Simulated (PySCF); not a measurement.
# What a mistake does to a calculation on B2CFH2 cation

All numbers below are calculated, not measured. They come from PySCF 2.14.0, an open-source quantum chemistry program, on an isolated molecule that a program drew, which may never have been made. The molecule is B2CFH2 cation (charge +1, singlet), drawn as the SMILES string `B=C[B+]F`.

Each row is a Hartree-Fock (HF) and frozen-core CCSD(T) single point in the cc-pVDZ basis, meant for a local HF minimum. Run 1 is clean. Each other run has one planted mistake out of seven kinds, and not every kind appears here: one electron removed, one electron added, multiplicity raised by two, geometry at a saddle point, minimal basis STO-3G, one bond length entered in bohr, all coordinates scaled. The reference is restricted for singlets and unrestricted otherwise, and also for a bond in bohr. Adding or removing an electron swaps singlet and doublet. Electrons count all cores. HOMO and LUMO are orbital energies over both spins, the gradient is its largest component, and the lowest frequency (negative if imaginary) is given only where the gradient is small. Bond lengths are over the 5 bonds as drawn. T1 is the CCSD diagnostic: over 0.02 (restricted) or 0.045 (unrestricted) a single reference is doubtful.

Geometry of the clean run:
```xyz
6
B2CFH2 cation, angstrom
B    -2.8114    0.0076    1.0138
C    -1.7772   -0.5803    1.7804
B    -0.4889   -0.9402    1.2835
F     0.6332   -1.2564    0.8617
H    -3.6735    0.4945    0.3866
H    -1.9707   -0.7784    2.8380
```

```
run  electrons  basis functions  <S^2>  HOMO (eV)  LUMO (eV)  gradient (hartree/bohr)  lowest frequency (cm^-1)  mean bond (Å)  longest bond (Å)      T1  HF (hartree)  CCSD(T) (hartree)                     mistake
  1         26               66  0.000     -16.70      -4.24                  8.4e-06                       173         1.2695             1.427  0.0167    -187.57512         -188.05413                    no fault
  2         26               66  2.017     -13.03      -7.31                  8.5e-02                         -         1.2695             1.427  0.0237    -187.45281         -187.90379  multiplicity raised by two
  3         26               22  0.000     -15.25      -1.32                  1.6e-02                         -         1.2695             1.427  0.0223    -185.12459         -185.32236        minimal basis STO-3G
  4         27               66  0.767      -6.18       2.65                  5.4e-02                         -         1.2695             1.427  0.0245    -187.76342         -188.25868          one electron added
  5         26               66  0.000     -17.31      -4.00                  1.1e-01                         -         1.1946             1.343  0.0148    -187.54751         -188.01738      all coordinates scaled
  6         25               66  0.755     -27.13     -14.39                  1.1e-01                         -         1.2695             1.427  0.0186    -187.00896         -187.44312                           ?
```

**Which mistake was planted in run 6, and what did it cost?**

It counts 25 electrons, one fewer than the clean run, at the same geometry and basis. So the mistake is: one electron removed. Subtracting run 1 and multiplying by 627.51 kcal/mol a hartree, the energy moved by 355.3 kcal/mol in HF and 383.4 kcal/mol in CCSD(T).

Cautions from the logs. Run 3: T1 is over the limit, so its CCSD(T) energy is less reliable.
